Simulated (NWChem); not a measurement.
System: CH5BS2; SMILES B(S)(C)S

Input file for NWChem:

```
start job
memory heap 200 mb stack 900 mb global 1100 mb
geometry units angstroms noautosym nocenter noautoz
  B     -0.335400     0.000352    -0.018859
  C     -1.913297    -0.000024    -0.004803
  H     -2.338972    -0.864263    -0.527196
  H     -2.342695     0.908846    -0.440619
  H     -2.264084    -0.053145     1.035708
  S      0.497943     1.614939    -0.008150
  H      1.789256     1.221127     0.036181
  S      0.498287    -1.614811    -0.008745
  H      1.788999    -1.219437     0.036141
end
basis spherical
  * library def2-svp
end
dft
  xc b3lyp
  iterations 150
  mulliken
end
task dft energy
esp
  recalculate
  probe 0.07
  range 0.3
  factor 1.0
  spacing 0.02
end
task esp
```

Output (shortened):

```
             Northwest Computational Chemistry Package (NWChem) 7.3.0
             --------------------------------------------------------

                             Geometry "geometry" -> ""
                             -------------------------

 Output coordinates in angstroms (scale by  1.889725989 to convert to a.u.)

  No.       Tag          Charge          X              Y              Z
 ---- ---------------- ---------- -------------- -------------- --------------
    1 B                    5.0000    -0.33540000     0.00035200    -0.01885900
    2 C                    6.0000    -1.91329700    -0.00002400    -0.00480300
    3 H                    1.0000    -2.33897200    -0.86426300    -0.52719600
    4 H                    1.0000    -2.34269500     0.90884600    -0.44061900
    5 H                    1.0000    -2.26408400    -0.05314500     1.03570800
    6 S                   16.0000     0.49794300     1.61493900    -0.00815000
    7 H                    1.0000     1.78925600     1.22112700     0.03618100
    8 S                   16.0000     0.49828700    -1.61481100    -0.00874500
    9 H                    1.0000     1.78899900    -1.21943700     0.03614100

 Effective nuclear repulsion energy (a.u.)     184.6227662753

                                 NWChem DFT Module
                                 -----------------

 Summary of "ao basis" -> "ao basis" (spherical)
 ------------------------------------------------------------------------------
       Tag                 Description            Shells   Functions and Types
 ---------------- ------------------------------  ------  ---------------------
 B                          def2-svp                 6       14   3s2p1d
 C                          def2-svp                 6       14   3s2p1d
 H                          def2-svp                 3        5   2s1p
 S                          def2-svp                 8       18   4s3p1d

            General Information
            -------------------
          SCF calculation type: DFT
          Wavefunction type:  closed shell.
          No. of atoms     :     9
          No. of electrons :    48
           Alpha electrons :    24
            Beta electrons :    24
          Charge           :     0
          Spin multiplicity:     1
          Use of symmetry is: off; symmetry adaption is: off
          Maximum number of iterations: 150
          AO basis - number of functions:    89
                     number of shells:    43
          Convergence on energy requested:  1.00D-06
          Convergence on density requested:  1.00D-05
          Convergence on gradient requested:  5.00D-04

              XC Information
              --------------
                         B3LYP Method XC Potential
                     Hartree-Fock (Exact) Exchange  0.200
                        Slater Exchange Functional  0.800 local
                    Becke 1988 Exchange Functional  0.720 non-local
              Lee-Yang-Parr Correlation Functional  0.810
                  VWN I RPA Correlation Functional  0.190 local

             Grid Information
             ----------------
          Grid used for XC integration:  medium
          Radial quadrature: Mura-Knowles
          Angular quadrature: Lebedev.
          Tag              B.-S. Rad. Rad. Pts. Rad. Cut. Ang. Pts.
          ---              ---------- --------- --------- ---------
          B                   0.85       49           8.0       434
          C                   0.70       49          11.0       434
          H                   0.35       45          12.0       434
          S                   1.00       88          10.0       590
          Grid pruning is: on
          Number of quadrature shells:   499
          Spatial weights used:  Erf1

      Superposition of Atomic Density Guess
      -------------------------------------

 Sum of atomic energies:        -859.31983714

      Non-variational initial energy
      ------------------------------

 Total energy =    -861.123478
 1-e energy   =   -1551.074009
 2-e energy   =     505.327765
 HOMO         =      -0.311825
 LUMO         =       0.038369

     ---------------------------------------------
      Total Density - Mulliken Population Analysis
     ---------------------------------------------

    Atom       Charge   Shell Charges
 -----------   ------   -------------------------------------------------------
    1 B    5     4.75   1.99  0.90  0.14  1.21  0.42  0.09
    2 C    6     6.44   1.99  0.97  0.21  2.15  1.11  0.02
    3 H    1     0.87   0.66  0.19  0.03
    4 H    1     0.88   0.66  0.19  0.03
    5 H    1     0.86   0.65  0.18  0.03
    6 S   16    16.30   2.00  1.99  1.20  0.60  5.94  1.82  2.72  0.03
    7 H    1     0.80   0.58  0.19  0.03
    8 S   16    16.31   2.00  1.99  1.20  0.60  5.94  1.82  2.72  0.03
    9 H    1     0.80   0.58  0.19  0.03

   convergence    iter        energy       DeltaE   RMS-Dens  Diis-err
 ---------------- ----- ----------------- --------- --------- ---------
 d= 0,ls=0.0,diis     1   -862.1011746063 -1.05D+03  1.02D-02  4.32D-01
 d= 0,ls=0.0,diis     2   -862.1330646591 -3.19D-02  5.85D-03  1.75D-01
 d= 0,ls=0.0,diis     3   -862.1550199195 -2.20D-02  1.95D-03  3.32D-02
 d= 0,ls=0.0,diis     4   -862.1598512905 -4.83D-03  5.23D-04  2.33D-03
 d= 0,ls=0.0,diis     5   -862.1602320376 -3.81D-04  9.47D-05  7.59D-05
  Resetting Diis
 d= 0,ls=0.0,diis     6   -862.1602421548 -1.01D-05  2.78D-05  9.17D-06
 d= 0,ls=0.0,diis     7   -862.1602434227 -1.27D-06  9.26D-06  2.14D-07
 d= 0,ls=0.0,diis     8   -862.1602434209  1.80D-09  4.30D-06  2.28D-07

         Total DFT energy =     -862.160243420886
      One electron energy =    -1554.537380081321
           Coulomb energy =      570.515976093004
    Exchange-Corr. energy =      -62.761605707917
 Nuclear repulsion energy =      184.622766275349

 Numeric. integr. density =       48.000017647047

                       DFT Final Molecular Orbital Analysis
                       ------------------------------------

 Vector   22  Occ=2.000000D+00  E=-3.075297D-01
              MO Center=  3.8D-01, -3.4D-03, -2.1D-02, r^2= 4.5D+00
   Bfn.  Coefficient  Atom+Function         Bfn.  Coefficient  Atom+Function
  ----- ------------  ---------------      ----- ------------  ---------------
    55      0.375613  6 S  py                78      0.376085  8 S  py
    52      0.307997  6 S  py                75      0.308498  8 S  py
     5      0.272060  1 B  py                49      0.175830  6 S  py
    72      0.176130  8 S  py                70     -0.138840  8 S  s
    47      0.137427  6 S  s                 69     -0.111721  8 S  s

 Vector   23  Occ=2.000000D+00  E=-2.991613D-01
              MO Center=  2.1D-01,  1.2D-02,  7.5D-03, r^2= 3.7D+00
   Bfn.  Coefficient  Atom+Function         Bfn.  Coefficient  Atom+Function
  ----- ------------  ---------------      ----- ------------  ---------------
    56      0.367942  6 S  pz                79      0.363347  8 S  pz
    53      0.286127  6 S  pz                76      0.282818  8 S  pz
     6     -0.209440  1 B  pz                50      0.162269  6 S  pz
    73      0.160383  8 S  pz                 9      0.149890  1 B  pz
    20     -0.113724  2 C  pz                39     -0.114183  5 H  s

 Vector   24  Occ=2.000000D+00  E=-2.577709D-01
              MO Center=  5.0D-01, -1.5D-02, -6.1D-03, r^2= 3.9D+00
   Bfn.  Coefficient  Atom+Function         Bfn.  Coefficient  Atom+Function
  ----- ------------  ---------------      ----- ------------  ---------------
    79     -0.474050  8 S  pz                56      0.470064  6 S  pz
    76     -0.332485  8 S  pz                53      0.329496  6 S  pz
    73     -0.188924  8 S  pz                50      0.187218  6 S  pz
    11      0.031739  1 B  d -1              22      0.030877  2 C  py
    30      0.026097  3 H  s

[...]

                     NWChem Electrostatic Potential Fit Module
                     -----------------------------------------

 Atom parameters

 Number of atoms is                                    9
 Number of basis functions is                         89

 Grid parameters

 Maximum number of grid points is                  38029
 Number of grid points is                          38028
 Grid range                                     0.300000 nm
 Grid spacing                                   0.020000 nm
 Probe radius                                   0.070000 nm
 Atom radius factor                             1.000000

 Atomic radii

    1    0.100000
    5    0.158000
    6    0.147000
   16    0.174000
 FASTESP  F
  using M.O. file = ./job.movecs

    Atom              Coordinates                           Charge

                                                  ESP

    1 B    -0.033540    0.000035   -0.001886    0.156174
    2 C    -0.191330   -0.000002   -0.000480    0.094132
    3 H    -0.233897   -0.086426   -0.052720   -0.006683
    4 H    -0.234270    0.090885   -0.044062   -0.005967
    5 H    -0.226408   -0.005315    0.103571   -0.006020
    6 S     0.049794    0.161494   -0.000815   -0.292675
    7 H     0.178926    0.122113    0.003618    0.177007
    8 S     0.049829   -0.161481   -0.000875   -0.291839
    9 H     0.178900   -0.121944    0.003614    0.175871
                                            ------------
                                                0.000000

 Dipole moment                                  0.286513

 Quadrupole moment Qxx                         11.381739
                   Qyy                        -11.045750
                   Qzz                         -0.335989

 RMS deviation kJ/mol                           0.078755

 RRMS %                                        46.182809
```

Level: B3LYP/def2-SVP. The geometry was optimised at B3LYP/6-31G* (spherical d). B3LYP is NWChem's, with the RPA form of VWN correlation.
